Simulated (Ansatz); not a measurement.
Compare A (`[CH3][Al]1[CH2]C[SiH2]1`) with its isomer B (`C=[CH][Al]([CH3])[SiH3]`).

Gas-phase electronic energies from Ansatz, PBE0-D4/def2-TZVP geometries. CBS: MP2 limit from def2 TZ/QZ plus the TZ coupled-cluster correction, frozen cores. DFT in def2-TZVPP. B3LYP here is the variant with VWN-RPA as its local correlation; programs differ in this. Each species was taken in one conformer, which may not be the lowest.

Task: Which is lower in electronic energy at CCSD(T)/CBS, and by how much? (Estimate.)

Result: Computed: A, by 16.5 kJ/mol.

Task: Give E(B) − E(A) in kJ/mol with HF/def2-TZVPP, CCSD(T)/def2-TZVPP, ωB97M-V, B2PLYP, PBE0-D4, B3LYP-D4, MP2/def2-TZVPP. (An estimate is asked.)

Result: Computed: HF/def2-TZVPP -18.1, CCSD(T)/def2-TZVPP 14.5, ωB97M-V 24.8, B2PLYP 11.4, PBE0-D4 35.3, B3LYP-D4 7.3, MP2/def2-TZVPP 28.0. The order is the other way round with HF/def2-TZVPP.

Largest T1 diagnostic: 0.012.

From PBE to PBE0 (25 % exact exchange), in def2-TZVPP and without D4, E(B) − E(A) moves by +4.6 kJ/mol. In def2-TZVPP, CCSD(T) changes the Hartree–Fock value by +32.6 kJ/mol (the triples alone add +2.1 kJ/mol) and MP2 by +46.1 kJ/mol.
